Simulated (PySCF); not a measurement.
**Steps of a relaxation of [Er(NH3)2]3+**

[Er(NH3)2]3+ (singlet in the valence; each metal's 4f electrons, 11 of them, lie in its core potential, out of spins and levels; a saddle point, relaxed within its symmetry). PySCF 2.14.0, RKS BP86, Er lcecp-1-SVP with ECP57, N def2-SVP, H def2-SVP; non-relativistic Hamiltonian with scalar-relativistic core potentials where named; density fitting; no spin-orbit coupling. Origin of the start: template. Columns: position (Å) and force (eV/Å). Energies are counted from the last step; some of the 7 steps are shown. Forces carry noise of the integration grid, about 0.01 to 0.03 eV/Å.

Run from Python with OMP_NUM_THREADS=2. Where DIIS fails, smearing, a level shift and second-order steps follow.
It took 24 s on 2 threads of Intel(R) Xeon(R) Platinum 8488C (Sapphire Rapids), on a shared host, from the converged density of the start.

```xyz
9
step 0  E = 0.192 eV
Er    0.0000    0.0000    0.0000     0.00    0.00    0.00
N     0.0000    0.0000    2.4825     0.00    0.00   -2.45
H     0.8133    0.4696    2.8805     0.81    0.47    0.68
H    -0.8133    0.4696    2.8805    -0.81    0.47    0.68
H     0.0000   -0.9392    2.8805     0.00   -0.93    0.68
N     0.0000    0.0000   -2.4825     0.00    0.00    2.45
H     0.8133   -0.4696   -2.8805     0.81   -0.47   -0.68
H    -0.8133   -0.4696   -2.8805    -0.81   -0.47   -0.68
H     0.0000    0.9392   -2.8805     0.00    0.93   -0.68
```

```xyz
9
step 2  E = 0.006 eV
Er    0.0000    0.0000    0.0000     0.00    0.00    0.00
N     0.0000    0.0000    2.4230     0.00    0.00   -0.10
H     0.8200    0.4735    2.8876    -0.09   -0.05   -0.03
H    -0.8200    0.4735    2.8876     0.09   -0.05   -0.03
H     0.0000   -0.9469    2.8876     0.00    0.11   -0.03
N     0.0000    0.0000   -2.4230     0.00    0.00    0.10
H     0.8200   -0.4735   -2.8876    -0.09    0.05    0.03
H    -0.8200   -0.4735   -2.8876     0.09    0.05    0.03
H     0.0000    0.9469   -2.8876     0.00   -0.11    0.03
```

```xyz
9
step 4  E = 0.000 eV
Er    0.0000    0.0000    0.0000     0.00    0.00    0.00
N     0.0000    0.0000    2.4019     0.00    0.00    0.03
H     0.8151    0.4706    2.8733     0.01    0.00   -0.02
H    -0.8151    0.4706    2.8733    -0.01    0.00   -0.02
H     0.0000   -0.9412    2.8733     0.00   -0.01   -0.03
N     0.0000    0.0000   -2.4019     0.00    0.00   -0.03
H     0.8151   -0.4706   -2.8733     0.01    0.00    0.02
H    -0.8151   -0.4706   -2.8733    -0.01    0.00    0.02
H     0.0000    0.9412   -2.8733     0.00    0.01    0.03
```

Question: Where does the relaxation end?

Answer: It converges at step 6 in D3d:
```xyz
9
step 6  E = 0
Er    0.0000    0.0000    0.0000
N     0.0000    0.0000    2.3976
H     0.8161    0.4712    2.8660
H    -0.8161    0.4712    2.8660
H     0.0000   -0.9423    2.8660
N     0.0000    0.0000   -2.3976
H     0.8161   -0.4712   -2.8660
H    -0.8161   -0.4712   -2.8660
H     0.0000    0.9423   -2.8660
```

Question: How did the contacts change?

Answer: 
| contact | start (Å) | end (Å) |
| --- | --- | --- |
| Er1–N2 (NH3) | 2.482 | 2.398 |
| Er1–N6 (NH3) | 2.482 | 2.398 |


An lcecp potential fixes the number of 4f electrons, so in runs with it no electron can move into or out of that shell.
